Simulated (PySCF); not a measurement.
**Predicted spectroscopic data**

- σ from GIAO-PBE0/pcSseg-1
- B3LYP/pcJ-1 coupling constants
- geometry from GFN2-xTB
- run in PySCF 2.14.0 with density-fitted response routines
- one averaged value for each set of equivalent atoms, isolated molecule, one conformer, non-relativistic

Referencing at the same level of theory: ¹H and ¹³C vs TMS. Multiplet labels drop J under 1 Hz and among equivalent protons, and merge close values. Unscaled 3J(H,H) run several per cent high. Splittings of carbon signals by F and P are missing where no couplings were computed. Where no couplings were computed, multiplicities follow the n + 1 count of equivalent neighbours, and m marks all less simple cases (inequivalent or close neighbours, rings, F or P nearby). Vicinal couplings that depend on rotamer populations or ring flexing (ring, CH–CH, X–H and H–F types) are those of the one conformer. One-bond C–F couplings are unscaled and too large by tens of Hz. Shifts are as computed. Against solution values, carbons near 30 ppm lie about +3 ppm off and those near 130 ppm about +5 ppm. Of 1211 compounds with measured shifts, 218 miss one by over three times the rms of a fit or turn the order of signals round; such compounds aren't used in these exercises.

**1.** `Cp1c(F)cc2ccccc21`, C9H8FP. ¹H NMR (500 MHz, computed): δ 7.73 (m, 1H), 7.67 (m, 1H), 7.62 (m, 1H), 7.45 (m, 1H), 6.80 (m, 1H), 1.52 (m, 3H). ¹³C{¹H} NMR (computed): δ 193.9 (C), 147.6 (C), 147.4 (C), 134.6 (CH), 134.0 (CH), 130.2 (CH), 128.9 (CH), 122.2 (CH), 16.6 (CH3).

**2.** SMILES C[SiH2]P1CCC(=O)CC1, C6H13OPSi. ¹H NMR (500 MHz, computed): δ 4.23 (m, 2H), 2.57 (m, 4H), 1.96 (m, 4H), 0.28 (m, 3H). ¹³C{¹H} NMR (computed): δ 214.4 (C), 46.0 (CH2), 28.5 (CH2), -8.3 (CH3).

**3.** SMILES C=C(F)C(F)F, C3H3F3. ¹H NMR (500 MHz, computed): δ 6.35 (tdd, J = 59.0, 7.0, 2.4 Hz, 1H), 5.50 (m, 1H), 5.44 (m, 1H). ¹³C{¹H} NMR (computed): δ 173.9 (C, dt, J = 336.2, 29.1 Hz), 117.6 (CH, td, J = 300.3, 56.8 Hz), 103.0 (CH2, d, J = 15.0 Hz).

**4.** `CC(C)OCF`, C4H9FO. ¹H NMR (500 MHz, computed): δ 5.60 (m, 2H), 4.15 (sept, 1H), 1.22 (d, 6H). ¹³C{¹H} NMR (computed): δ 103.3, 70.8, 22.9.

**5.** `FC(=CCF)F`, C3H3F3. ¹H NMR (500 MHz, computed): δ 5.42 (ddt, J = 52.3, 7.2, 3.4 Hz, 2H), 4.82 (ddt, J = 20.9, 11.8, 7.2 Hz, 1H). ¹³C{¹H} NMR (computed): δ 169.2 (ddd, J = 376.0, 372.0, 12.6 Hz), 84.3 (ddd, J = 24.7, 21.8, 17.7 Hz), 79.3 (dd, J = 225.6, 5.7 Hz).
